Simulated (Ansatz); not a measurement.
`C[NH][GeH]([Cl])[O]C` and `C[O][GeH]([Cl])[O][SiH3]` differ in one atom or group.

Ansatz, PBE0-D4/def2-TZVP geometries, multiplicity 1. Each molecule was computed in one conformer, which needn't be the lowest.

Scalar relativity is left out up to krypton.

```tsv
property	`C[NH][GeH]([Cl])[O]C`
size of the dipole moment (ωB97M-V/def2-TZVPP) / D	2.30
HOMO energy (PBE/def2-TZVPP) / eV	-5.72
HOMO energy (ωB97M-V/def2-TZVPP) / eV	-9.48
HOMO energy (B3LYP/def2-TZVPP) / eV	-6.90
HOMO–LUMO gap (PBE/def2-TZVPP) / eV	5.09
LUMO energy (ωB97M-V/def2-TZVPP) / eV	2.20
```

Give the same properties after the change, and the shifts. (An estimate is asked.)

Computed: 
| property | `C[O][GeH]([Cl])[O][SiH3]` | shift |
| --- | --- | --- |
| size of the dipole moment (ωB97M-V/def2-TZVPP) / D | 0.68 | -1.62 |
| HOMO energy (PBE/def2-TZVPP) / eV | -6.89 | -1.17 |
| HOMO energy (ωB97M-V/def2-TZVPP) / eV | -10.87 | -1.39 |
| HOMO energy (B3LYP/def2-TZVPP) / eV | -8.23 | -1.33 |
| HOMO–LUMO gap (PBE/def2-TZVPP) / eV | 5.59 | 0.50 |
| LUMO energy (ωB97M-V/def2-TZVPP) / eV | 1.52 | -0.68 |

With PBE0 the HOMO falls by 1.35 eV and the LUMO falls by 0.69 eV, so the gap widens by about 0.66 eV. PBE moves the HOMO by -1.17 eV and ωB97M-V by -1.39 eV. Dipoles are sizes alone; their direction can turn.

B3LYP here is the variant with VWN-RPA as its local correlation; programs differ in this.
